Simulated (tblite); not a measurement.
Record of a relaxation.

Species: C₆H₆BrF₃.
SMILES with atom numbers: `[CH2:1]=[CH:2][C@@:3]1([Br:4])[CH2:5][C@:6]1([F:7])[CH:8]([F:9])[F:10]` (hydrogens: H11, H12 on C1; H13 on C2; H14, H15 on C5; H16 on C8)

Computed with GFN2-xTB (tblite), gas phase: L-BFGS steps from a force-field or distance-geometry start until the largest atomic force falls under 0.01 eV/Å. 12 of its 119 geometries are shown.

Step 0: E = -928.1632 eV, largest atomic force 1.837 eV/Å
```
atom  x, y, z in Å  |  force x, y, z in eV/Å
C1      2.689   -0.517    0.176   -0.697  -0.293  -0.492
C2      1.449   -0.728   -0.266    1.433  -0.163   0.745
C3      0.339   -0.046    0.400   -1.397   0.184  -1.178
Br4     0.029   -0.259    2.285    0.182  -0.370   0.142
C5     -0.101    1.283   -0.140    0.373   1.264  -0.861
C6     -0.905    0.068   -0.508    1.247   0.953   0.225
F7     -0.786   -0.344   -1.826   -0.154  -0.070   0.972
C8     -2.244   -0.194    0.084   -1.178  -0.882  -0.530
F9     -2.572    0.643    1.118    0.022  -0.567  -1.226
F10    -3.177   -0.121   -0.954    0.461   0.273   1.387
H11     2.804    0.167    1.000    0.438  -0.126  -0.016
H12     3.524   -1.016   -0.287    0.070   0.222   0.230
H13     1.218   -1.406   -1.076   -0.002   0.095   0.051
H14     0.565    1.683   -0.966   -1.000  -0.275   1.058
H15    -0.581    2.055    0.511    0.620  -0.802  -0.613
H16    -2.260   -1.258    0.439   -0.419   0.555   0.108
```

Step 11: E = -928.5764 eV, largest atomic force 0.138 eV/Å
```
atom  x, y, z in Å  |  force x, y, z in eV/Å
C1      2.731   -0.521    0.196    0.017   0.031  -0.025
C2      1.500   -0.721   -0.237   -0.009   0.007   0.010
C3      0.321   -0.030    0.336    0.007  -0.038   0.082
Br4     0.066   -0.357    2.243    0.008   0.002  -0.063
C5     -0.112    1.317   -0.183   -0.021  -0.035   0.033
C6     -0.917    0.093   -0.505   -0.038   0.046   0.007
F7     -0.805   -0.407   -1.773   -0.094   0.033   0.043
C8     -2.304   -0.209    0.057    0.114  -0.023  -0.003
F9     -2.627    0.647    1.048    0.013   0.001  -0.102
F10    -3.252   -0.093   -0.893    0.058   0.125  -0.013
H11     2.937    0.147    1.015    0.014   0.003   0.006
H12     3.574   -1.012   -0.255    0.019  -0.059   0.018
H13     1.269   -1.404   -1.044    0.122   0.025  -0.029
H14     0.483    1.755   -0.971   -0.040  -0.050  -0.085
H15    -0.517    2.041    0.508   -0.115  -0.041   0.031
H16    -2.354   -1.238    0.448   -0.054  -0.028   0.089
```

Step 21: E = -928.5961 eV, largest atomic force 0.061 eV/Å
```
atom  x, y, z in Å  |  force x, y, z in eV/Å
C1      2.757   -0.517    0.207    0.014   0.012  -0.022
C2      1.530   -0.709   -0.241   -0.010   0.023  -0.009
C3      0.333   -0.041    0.326   -0.030  -0.015   0.025
Br4     0.078   -0.382    2.229    0.020   0.009  -0.024
C5     -0.136    1.301   -0.184    0.049   0.021   0.017
C6     -0.921    0.067   -0.495    0.026   0.002  -0.005
F7     -0.840   -0.412   -1.772    0.002  -0.052   0.003
C8     -2.310   -0.202    0.067   -0.023   0.000  -0.020
F9     -2.626    0.680    1.037    0.041   0.007   0.000
F10    -3.228   -0.044   -0.907   -0.026  -0.008   0.010
H11     2.977    0.149    1.025   -0.048  -0.030   0.022
H12     3.592   -1.030   -0.235    0.023   0.009   0.000
H13     1.331   -1.383   -1.064    0.005   0.023  -0.001
H14     0.426    1.745   -0.992    0.008  -0.006  -0.016
H15    -0.559    2.010    0.511   -0.025  -0.014   0.019
H16    -2.411   -1.221    0.476   -0.026   0.017   0.002
```

Step 32: E = -928.6026 eV, largest atomic force 0.058 eV/Å
```
atom  x, y, z in Å  |  force x, y, z in eV/Å
C1      2.757   -0.513    0.215   -0.006  -0.002   0.001
C2      1.538   -0.697   -0.260    0.011  -0.021   0.032
C3      0.334   -0.054    0.324    0.023   0.000  -0.045
Br4     0.108   -0.385    2.226   -0.008  -0.004   0.009
C5     -0.144    1.282   -0.194    0.053  -0.002   0.020
C6     -0.920    0.039   -0.498    0.002   0.005   0.000
F7     -0.838   -0.471   -1.762   -0.025  -0.003  -0.011
C8     -2.313   -0.191    0.070   -0.031   0.007   0.000
F9     -2.589    0.714    1.032   -0.003  -0.023   0.048
F10    -3.236   -0.010   -0.895   -0.008  -0.013  -0.029
H11     2.944    0.116    1.071    0.001  -0.033  -0.007
H12     3.609   -0.996   -0.230   -0.014   0.025   0.013
H13     1.354   -1.339   -1.112    0.004   0.057   0.008
H14     0.421    1.738   -0.994   -0.007  -0.017  -0.017
H15    -0.584    1.978    0.505    0.005   0.018  -0.031
H16    -2.450   -1.201    0.490    0.004   0.005   0.012
```

Step 43: E = -928.6098 eV, largest atomic force 0.054 eV/Å
```
atom  x, y, z in Å  |  force x, y, z in eV/Å
C1      2.758   -0.519    0.246   -0.014   0.009   0.005
C2      1.553   -0.671   -0.274    0.009  -0.026   0.010
C3      0.333   -0.069    0.319    0.038   0.024  -0.018
Br4     0.118   -0.387    2.224    0.010   0.025  -0.019
C5     -0.139    1.261   -0.226   -0.023  -0.017   0.015
C6     -0.928    0.017   -0.492   -0.019   0.017  -0.017
F7     -0.880   -0.518   -1.748    0.030  -0.005   0.000
C8     -2.322   -0.185    0.092    0.011   0.002  -0.012
F9     -2.576    0.716    1.063    0.025  -0.023   0.008
F10    -3.242    0.024   -0.871   -0.029   0.001  -0.009
H11     2.912    0.025    1.164    0.007  -0.030  -0.010
H12     3.632   -0.934   -0.225   -0.045  -0.019   0.023
H13     1.393   -1.222   -1.191    0.016   0.029   0.001
H14     0.432    1.681   -1.042   -0.044  -0.004   0.019
H15    -0.570    1.985    0.451    0.006   0.013  -0.009
H16    -2.480   -1.196    0.500    0.019   0.005   0.015
```

Step 54: E = -928.6193 eV, largest atomic force 0.119 eV/Å
```
atom  x, y, z in Å  |  force x, y, z in eV/Å
C1      2.748   -0.566    0.294    0.018   0.021   0.012
C2      1.562   -0.623   -0.285    0.026  -0.035  -0.039
C3      0.332   -0.040    0.300    0.084   0.030   0.023
Br4     0.141   -0.319    2.217    0.014   0.041  -0.111
C5     -0.162    1.272   -0.269   -0.032  -0.022  -0.001
C6     -0.937    0.013   -0.505    0.033  -0.019   0.036
F7     -0.873   -0.535   -1.755   -0.079  -0.010   0.050
C8     -2.315   -0.204    0.108    0.046   0.013  -0.009
F9     -2.526    0.679    1.106   -0.047  -0.033  -0.019
F10    -3.269    0.029   -0.818    0.008  -0.007   0.004
H11     2.892   -0.111    1.262   -0.010  -0.085  -0.043
H12     3.618   -0.973   -0.191   -0.004   0.010   0.046
H13     1.440   -1.067   -1.264   -0.039   0.014   0.047
H14     0.380    1.667   -1.117    0.010   0.044   0.066
H15    -0.574    2.011    0.402   -0.048   0.003  -0.045
H16    -2.463   -1.223    0.504    0.021   0.035  -0.017
```

Step 64: E = -928.6425 eV, largest atomic force 0.105 eV/Å
```
atom  x, y, z in Å  |  force x, y, z in eV/Å
C1      2.727   -0.681    0.354   -0.059  -0.012  -0.037
C2      1.594   -0.529   -0.310    0.022   0.013   0.021
C3      0.360    0.055    0.262   -0.003   0.001   0.035
Br4     0.204   -0.140    2.185    0.006   0.014   0.014
C5     -0.214    1.318   -0.347    0.028  -0.002   0.000
C6     -0.932    0.021   -0.516    0.053  -0.059   0.069
F7     -0.900   -0.588   -1.740    0.040   0.020   0.025
C8     -2.279   -0.240    0.142   -0.014  -0.004  -0.010
F9     -2.483    0.595    1.180   -0.038   0.008  -0.033
F10    -3.270    0.010   -0.742    0.003  -0.037   0.006
H11     2.823   -0.411    1.393   -0.007  -0.002  -0.014
H12     3.605   -1.089   -0.114   -0.034  -0.009  -0.043
H13     1.504   -0.813   -1.351    0.027   0.037   0.002
H14     0.300    1.725   -1.205   -0.003   0.009  -0.027
H15    -0.664    2.056    0.302    0.008  -0.007   0.001
H16    -2.383   -1.279    0.496   -0.030   0.031  -0.012
```

Step 75: E = -928.6595 eV, largest atomic force 0.091 eV/Å
```
atom  x, y, z in Å  |  force x, y, z in eV/Å
C1      2.673   -0.827    0.369   -0.052  -0.010  -0.040
C2      1.623   -0.407   -0.312    0.006   0.071   0.056
C3      0.398    0.177    0.275   -0.012  -0.002   0.017
Br4     0.296    0.114    2.202   -0.028  -0.004   0.057
C5     -0.258    1.365   -0.397   -0.011  -0.025  -0.013
C6     -0.905    0.020   -0.475    0.000  -0.020  -0.014
F7     -0.823   -0.654   -1.662   -0.022  -0.005  -0.028
C8     -2.250   -0.289    0.167    0.021   0.006   0.001
F9     -2.510    0.534    1.200    0.021   0.034  -0.007
F10    -3.231   -0.078   -0.739    0.002  -0.016   0.000
H11     2.711   -0.773    1.444    0.056  -0.044  -0.010
H12     3.528   -1.245   -0.132   -0.007   0.034   0.022
H13     1.599   -0.458   -1.392   -0.009  -0.020  -0.021
H14     0.208    1.749   -1.292   -0.005   0.012  -0.013
H15    -0.739    2.112    0.218    0.020  -0.027  -0.001
H16    -2.327   -1.332    0.516    0.019   0.017  -0.008
```

Step 86: E = -928.6632 eV, largest atomic force 0.027 eV/Å
```
atom  x, y, z in Å  |  force x, y, z in eV/Å
C1      2.675   -0.833    0.365   -0.002  -0.004   0.008
C2      1.625   -0.394   -0.302   -0.006   0.018   0.001
C3      0.393    0.174    0.285    0.002   0.017   0.007
Br4     0.283    0.116    2.215    0.006  -0.018  -0.010
C5     -0.262    1.355   -0.400    0.000   0.000  -0.003
C6     -0.903    0.009   -0.474   -0.002   0.003  -0.014
F7     -0.820   -0.676   -1.654   -0.004   0.002  -0.018
C8     -2.251   -0.282    0.167    0.005  -0.002  -0.001
F9     -2.507    0.567    1.180   -0.004  -0.001  -0.002
F10    -3.229   -0.087   -0.746    0.000  -0.009   0.001
H11     2.725   -0.825    1.441   -0.007   0.005   0.000
H12     3.535   -1.218   -0.153   -0.003  -0.007   0.001
H13     1.605   -0.421   -1.384    0.001   0.004  -0.003
H14     0.207    1.741   -1.294    0.008  -0.007   0.008
H15    -0.750    2.102    0.209    0.004  -0.009  -0.002
H16    -2.333   -1.317    0.536    0.003   0.008   0.026
```

Step 97: E = -928.6650 eV, largest atomic force 0.065 eV/Å
```
atom  x, y, z in Å  |  force x, y, z in eV/Å
C1      2.661   -0.851    0.364    0.048  -0.023   0.033
C2      1.628   -0.372   -0.302   -0.059   0.001  -0.028
C3      0.392    0.187    0.284   -0.001   0.038   0.001
Br4     0.275    0.107    2.212   -0.011   0.001  -0.004
C5     -0.266    1.365   -0.403    0.012   0.007   0.000
C6     -0.900    0.016   -0.482    0.019  -0.024   0.015
F7     -0.812   -0.670   -1.661   -0.013   0.001  -0.014
C8     -2.239   -0.286    0.173   -0.017  -0.002  -0.011
F9     -2.512    0.595    1.155   -0.004   0.004  -0.005
F10    -3.224   -0.151   -0.741   -0.002  -0.004  -0.003
H11     2.704   -0.870    1.440   -0.022  -0.005  -0.004
H12     3.514   -1.245   -0.158    0.017   0.014   0.001
H13     1.619   -0.369   -1.384    0.010  -0.006  -0.013
H14     0.218    1.751   -1.289   -0.025  -0.006  -0.004
H15    -0.768    2.111    0.195    0.024  -0.010   0.025
H16    -2.297   -1.307    0.585    0.023   0.016   0.010
```

Step 107: E = -928.6684 eV, largest atomic force 0.031 eV/Å
```
atom  x, y, z in Å  |  force x, y, z in eV/Å
C1      2.649   -0.870    0.360    0.012  -0.017   0.016
C2      1.633   -0.364   -0.313   -0.030  -0.003  -0.005
C3      0.394    0.187    0.271   -0.003   0.028  -0.001
Br4     0.246    0.072    2.196    0.017   0.020  -0.002
C5     -0.263    1.375   -0.400    0.001   0.004   0.009
C6     -0.900    0.028   -0.493    0.008  -0.011   0.000
F7     -0.819   -0.642   -1.679   -0.021   0.006  -0.021
C8     -2.227   -0.285    0.184   -0.012  -0.007  -0.006
F9     -2.540    0.657    1.097    0.005  -0.007  -0.012
F10    -3.216   -0.266   -0.734    0.007  -0.022   0.013
H11     2.658   -0.920    1.435    0.013  -0.008   0.017
H12     3.516   -1.254   -0.147   -0.005   0.015  -0.011
H13     1.641   -0.325   -1.394    0.021  -0.011  -0.017
H14     0.208    1.771   -1.288    0.009  -0.010   0.016
H15    -0.755    2.115    0.214   -0.001   0.007   0.011
H16    -2.233   -1.270    0.680   -0.019   0.016  -0.009
```

Step 118: E = -928.6696 eV, largest atomic force 0.008 eV/Å
```
atom  x, y, z in Å  |  force x, y, z in eV/Å
C1      2.638   -0.891    0.358    0.005  -0.004   0.004
C2      1.636   -0.355   -0.314   -0.006   0.000  -0.004
C3      0.396    0.197    0.267   -0.001  -0.003  -0.001
Br4     0.248    0.087    2.192    0.001   0.000  -0.002
C5     -0.265    1.385   -0.396   -0.001   0.003   0.000
C6     -0.899    0.037   -0.496   -0.003   0.002   0.001
F7     -0.821   -0.619   -1.691    0.002   0.000   0.004
C8     -2.221   -0.290    0.188   -0.001   0.002   0.000
F9     -2.565    0.680    1.060    0.000   0.000  -0.001
F10    -3.206   -0.344   -0.731    0.003  -0.003   0.000
H11     2.636   -0.971    1.432    0.005   0.001   0.004
H12     3.505   -1.268   -0.152   -0.001   0.000   0.002
H13     1.663   -0.294   -1.394   -0.004   0.002  -0.006
H14     0.203    1.785   -1.284    0.005  -0.002  -0.001
H15    -0.754    2.123    0.224   -0.003  -0.001   0.004
H16    -2.201   -1.252    0.727    0.000   0.004  -0.003
```

Question: Summarise the path.

Answer: The energy falls by 0.5064 eV from step 0 to step 118; nine tenths of that is first reached at step 54. It falls at every step. The largest force goes from 1.837 to 0.008 eV/Å. Among the bonds C5–H14 changes most, from 1.134 to 1.080 Å; the atoms move by 0.530 Å rms after alignment.

Question: Follow the three bonds and two angles with the largest change from start to end.

Answer: 
| step | E above end (eV) | largest force (eV/Å) | C5–H14 (Å) | C8–F10 (Å) | C5–H15 (Å) | C1–C2–C3 (°) | C2–C3–C6 (°) |
| --- | --- | --- | --- | --- | --- | --- | --- |
| 0 | 0.5064 | 1.837 | 1.134 | 1.398 | 1.118 | 118.8 | 112.2 |
| 5 | 0.1521 | 0.501 | 1.081 | 1.348 | 1.078 | 121.5 | 116.8 |
| 10 | 0.0972 | 0.210 | 1.081 | 1.346 | 1.080 | 122.8 | 118.2 |
| 15 | 0.0795 | 0.163 | 1.082 | 1.349 | 1.080 | 123.8 | 119.5 |
| 21 | 0.0735 | 0.061 | 1.080 | 1.348 | 1.080 | 123.7 | 119.8 |
| 26 | 0.0701 | 0.085 | 1.080 | 1.348 | 1.081 | 123.7 | 119.5 |
| 31 | 0.0675 | 0.072 | 1.080 | 1.348 | 1.080 | 123.2 | 119.3 |
| 36 | 0.0649 | 0.066 | 1.079 | 1.349 | 1.081 | 123.0 | 119.6 |
| 41 | 0.0612 | 0.077 | 1.081 | 1.349 | 1.080 | 123.0 | 119.7 |
| 46 | 0.0585 | 0.057 | 1.079 | 1.350 | 1.079 | 123.0 | 120.1 |
| 51 | 0.0546 | 0.114 | 1.080 | 1.348 | 1.081 | 123.4 | 120.1 |
| 56 | 0.0448 | 0.145 | 1.080 | 1.351 | 1.078 | 123.5 | 120.4 |
| 62 | 0.0288 | 0.090 | 1.081 | 1.349 | 1.080 | 124.5 | 120.4 |
| 67 | 0.0229 | 0.151 | 1.081 | 1.350 | 1.082 | 124.2 | 119.7 |
| 72 | 0.0142 | 0.132 | 1.079 | 1.352 | 1.079 | 125.0 | 119.2 |
| 77 | 0.0093 | 0.148 | 1.081 | 1.351 | 1.082 | 125.6 | 118.4 |
| 82 | 0.0073 | 0.046 | 1.080 | 1.352 | 1.079 | 125.8 | 118.2 |
| 87 | 0.0063 | 0.025 | 1.080 | 1.352 | 1.081 | 126.2 | 118.3 |
| 92 | 0.0057 | 0.047 | 1.080 | 1.351 | 1.080 | 126.3 | 118.1 |
| 97 | 0.0046 | 0.065 | 1.081 | 1.351 | 1.080 | 126.3 | 118.1 |
| 103 | 0.0025 | 0.086 | 1.080 | 1.350 | 1.080 | 126.1 | 118.3 |
| 108 | 0.0009 | 0.033 | 1.080 | 1.349 | 1.080 | 126.0 | 118.5 |
| 113 | 0.0001 | 0.015 | 1.081 | 1.348 | 1.080 | 126.0 | 118.7 |
| 118 | 0.0000 | 0.008 | 1.080 | 1.348 | 1.080 | 126.1 | 118.8 |

The cost below is that of the whole relaxation. Time: 1.6 s of wall time. Hardware: one thread, Intel Xeon at 2.70 GHz (x86_64), shared host with 64 logical CPUs at a one-minute load of 60.
